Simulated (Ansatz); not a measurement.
Ansatz (a program for electronic structure) input (HF/cc-pV(Q+d)Z):
A basis named .json is the Basis Set Exchange file of that set.

Ansatz 0.2 input:
```yaml
crystal:
  periodic: [false, false, false]
  atoms:
    - {symbol: C, position_ang: [0.02803258, -0.36087349, -1.19250883]}
    - {symbol: C, position_ang: [-1.18393448, -0.42250107, -0.34181867]}
    - {symbol: Cl, position_ang: [-1.94988616, 1.04172154, 0.11918205]}
    - {symbol: C, position_ang: [1.26030809, 0.22910687, -0.50696954]}
    - {symbol: Cl, position_ang: [1.80783776, -0.79414765, 0.87543571]}
    - {symbol: H, position_ang: [0.26158313, -1.36809943, -1.54394359]}
    - {symbol: H, position_ang: [-0.16879428, 0.25968758, -2.07500207]}
    - {symbol: H, position_ang: [-1.45163473, -1.28071533, 0.25334507]}
    - {symbol: H, position_ang: [2.09822943, 0.29217300, -1.19698603]}
    - {symbol: H, position_ang: [1.04900194, 1.21380418, -0.09813327]}
basis:
  gaussian:
    orbitals: cc-pV_Q+d_Z.json
hamiltonian:
  xc: hf
magnetization: {spin_polarized: true, initial_magnetization: 1}
```

End of the output:

```
integrals: 0.70 GiB planned
1843 factors; their error is unknown
mean field: 4.76 GiB planned
mean field evaluation 1: about -28176.6170 eV, gradient 1.9e1 eV
mean field evaluation 2: about -28178.8484 eV, gradient 7.1e0 eV
mean field evaluation 4: about -28179.2653 eV, gradient 9.8e-1 eV
mean field evaluation 8: about -28179.2821 eV, gradient 9.5e-2 eV
mean field -28179.33921897 eV, -1035.5716156549 hartree, gradient 1.3e-5 eV, S^2 0.767528; 0 other end points of the search recorded, 0 dependent functions left out
reference -28179.33921897 eV, -1035.5716156549 hartree; 29, 28 occupied and 414, 415 virtual orbitals, 1843 factors
Total energy: -28179.33921897 eV, -1035.5716156549 hartree
```

It need not be the lowest isomer of its formula.
